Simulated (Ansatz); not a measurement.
`C#C[SeH]` and `C#C[SiH3]` differ in one atom or group.

Ansatz, PBE0-D4/def2-TZVP geometries, multiplicity 1. Each molecule was computed in one conformer, which needn't be the lowest.

Scalar relativity is left out up to krypton.

```
                                        property  `C#C[SeH]`
           HOMO energy (ωB97M-V/def2-TZVPP) / eV       -8.92
               LUMO energy (PBE/def2-TZVPP) / eV       -1.41
size of the dipole moment (B3LYP/def2-TZVPP) / D        0.55
              LUMO energy (PBE0/def2-TZVPP) / eV       -0.48
               HOMO energy (PBE/def2-TZVPP) / eV       -5.71
         HOMO–LUMO gap (ωB97M-V/def2-TZVPP) / eV       10.44
```

Q: What does the change do to each property? (Estimate.)

A: The calculation gave: 
| property | `C#C[SiH3]` | shift |
| --- | --- | --- |
| HOMO energy (ωB97M-V/def2-TZVPP) / eV | -10.57 | -1.65 |
| LUMO energy (PBE/def2-TZVPP) / eV | -1.06 | 0.35 |
| size of the dipole moment (B3LYP/def2-TZVPP) / D | 0.39 | -0.16 |
| LUMO energy (PBE0/def2-TZVPP) / eV | -0.10 | 0.38 |
| HOMO energy (PBE/def2-TZVPP) / eV | -7.11 | -1.40 |
| HOMO–LUMO gap (ωB97M-V/def2-TZVPP) / eV | 12.50 | 2.06 |

With PBE0 the HOMO falls by 1.51 eV and the LUMO rises by 0.38 eV, so the gap widens by about 1.89 eV. PBE moves the HOMO by -1.40 eV and ωB97M-V by -1.65 eV. The zero-point energy changes by 46.0 kJ/mol with +6 modes. Dipoles are sizes alone; their direction can turn.

B3LYP here is the variant with VWN-RPA as its local correlation; programs differ in this.

Spin–orbit coupling is left out; it splits and shifts lone-pair levels of the heavy atoms by tenths of an eV.
